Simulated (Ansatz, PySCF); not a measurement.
Reaction (SMILES): [F][In][F] → [F][In][F] as singlet, charge +1 + e-
Each molecule is optimised on its own at B3LYP-D3(BJ)/def2-TZVP (Ansatz, an electronic-structure program). A spin state is the lowest found, not a proven ground state.
Geometry of the first species:
SMILES: [In]([F])[F]
```xyz
3

In     0.2297     0.1164     0.0940
F     -0.8133     0.9486    -1.3634
F     -0.4372    -1.5822     0.8518
```
Charge 0, spin multiplicity 2.

Quantity: adiabatic ionisation energy (electronic energy difference), in eV. Cores are frozen in the correlated levels unless marked. UHF or UKS for open shells. No spin-orbit coupling. The frozen core is the preceding noble-gas configuration, with the filled d and f shells of earlier blocks. Past Kr the def2 sets carry scalar-relativistic core potentials. CBS marks a two-point X^-3 extrapolation of the correlation energy; Hartree-Fock from the larger set.

| level | program | adiabatic ionisation energy (eV) |
|---|---|---|
| PBE-D3(BJ)/def2-TZVPD | Ansatz + dftd3 | ? |
| BP86-D4/def2-TZVPD | PySCF + dftd4 | 9.18 |
| B3LYP-D3(BJ)/def2-TZVPD | Ansatz + dftd3 | ? |
| BHLYP-D3(BJ)/def2-TZVPD | Ansatz + dftd3 | ? |
| r2SCAN0-D4/def2-TZVPD | Ansatz + dftd4 | ? |
| LC-wPBE/def2-TZVPD | Ansatz | 9.04 |
| B2GP-PLYP-D3(BJ)/def2-TZVPD | Ansatz + dftd3 | 8.90 |
| CCSD(T)/CBS(def2-TZVPP,def2-QZVPP) | Ansatz | 8.76 |

### Question
What belongs in the gaps?

### Answer

- PBE-D3(BJ)/def2-TZVPD, adiabatic ionisation energy (eV): 9.03
- B3LYP-D3(BJ)/def2-TZVPD, adiabatic ionisation energy (eV): 9.23
- BHLYP-D3(BJ)/def2-TZVPD, adiabatic ionisation energy (eV): 9.09
- r2SCAN0-D4/def2-TZVPD, adiabatic ionisation energy (eV): 9.11
